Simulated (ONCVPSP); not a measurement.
u(r) = r·R(r): atom against pseudo-atom (Os)

Columns: radius, all-electron u(r) and pseudo u(r) of the 5p shell (level -68.33 eV) of osmium in the configuration [Kr] 4d10 4f14 5s2 5p6 5d6; LDA (Perdew-Zunger), scalar-relativistic, ONCV scheme, ONCVPSP 4.0.1.

| r (bohr) | all-electron | pseudo |
| --- | --- | --- |
| 0.108 | 0.2785 | 0.0267 |
| 0.215 | 0.0460 | 0.1000 |
| 0.322 | -0.5250 | 0.2110 |
| 0.430 | -0.4672 | 0.3553 |
| 0.538 | -0.0442 | 0.5210 |
| 0.645 | 0.4120 | 0.6843 |
| 0.752 | 0.7613 | 0.8268 |
| 0.860 | 0.9759 | 0.9419 |
| 0.968 | 1.0701 | 1.0221 |
| 1.075 | 1.0768 | 1.0520 |
| 1.182 | 1.0274 | 1.0219 |
| 1.290 | 0.9446 | 0.9441 |
| 1.398 | 0.8462 | 0.8459 |
| 1.505 | 0.7446 | 0.7444 |
| 1.612 | 0.6460 | 0.6457 |
| 1.720 | 0.5534 | 0.5532 |
| 1.828 | 0.4698 | 0.4697 |
| 1.935 | 0.3966 | 0.3965 |
| 2.042 | 0.3329 | 0.3328 |
| 2.150 | 0.2775 | 0.2774 |
| 2.258 | 0.2304 | 0.2303 |
| 2.365 | 0.1909 | 0.1908 |
| 2.472 | 0.1577 | 0.1576 |
| 2.580 | 0.1296 | 0.1296 |
| 2.688 | 0.1063 | 0.1063 |
| 2.795 | 0.0871 | 0.0871 |

(1) How many radial nodes do the two functions have?

(2) At about which radius was the pseudo-wave matched?

(3) Where does each function peak?

(4) Is the pseudo-wave norm-conserving?

## Answers

(1) The all-electron 5p function has n − l − 1 = 3 (the table is too coarse to show those close to the nucleus); the pseudo-wave has 0, since the states of the same l below it are removed with the core.

(2) 1.35 bohr, where the columns begin to agree (steps of 0.11 bohr).

(3) Outermost all-electron maximum near 1.07 bohr, pseudo maximum near 1.07 bohr (to the table’s step).

(4) Yes: the ONCV scheme keeps the norm inside the radius equal to the all-electron one, which fixes the energy derivative of the logarithmic derivative at the level.
